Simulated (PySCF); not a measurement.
A GIAO shielding run with PySCF (density fitting, non-relativistic, gas phase) on `C=C[Si@](O)(C=O)[SiH2]CF`, C$_{4}$H$_{9}$FO$_{2}$Si$_{2}$:

```
$ OMP_NUM_THREADS=1 python probes_run.py task.json out

{"job": {"kind": "nmr", "xc": "PBE0", "basis": "pcSseg-1"}, "charge": 0, "multiplicity": 1}
C     -0.173616     2.571233     1.259649
C      0.189814     1.310175     1.075397
Si    -0.799740     0.044867     0.071058
O     -2.254919     0.610658    -0.394041
C     -1.130257    -1.380179     1.326174
O     -2.257308    -1.658407     1.661825
Si     0.192396    -0.665076    -1.895360
C      2.008814    -1.135990    -1.466453
F      2.029936    -1.847965    -0.277457
H     -1.085734     2.959525     0.836251
H      0.414399     3.269364     1.835680
H      1.120621     0.972920     1.515866
H     -3.022282     0.488993     0.163358
H     -0.279892    -1.953523     1.742131
H     -0.407433    -1.865629    -2.498445
H      0.318817     0.329186    -2.969477
H      2.475777    -1.776734    -2.215803
H      2.651847    -0.267100    -1.308641
```

Hardware: 1 thread of an Arm Neoverse V1, shared host. The job also computes population analyses, field gradients.

**Question.** How large is the calculation?

**Answer.** 86 electrons, 212 basis functions and 1147 auxiliary functions.

**Question.** How long does it take, and how much memory does it need?

**Answer.** 49 s of wall time, with 15 SCF cycles and 5 response iterations; peak memory 1 GiB. Times on a shared host scatter by some tens of per cent.
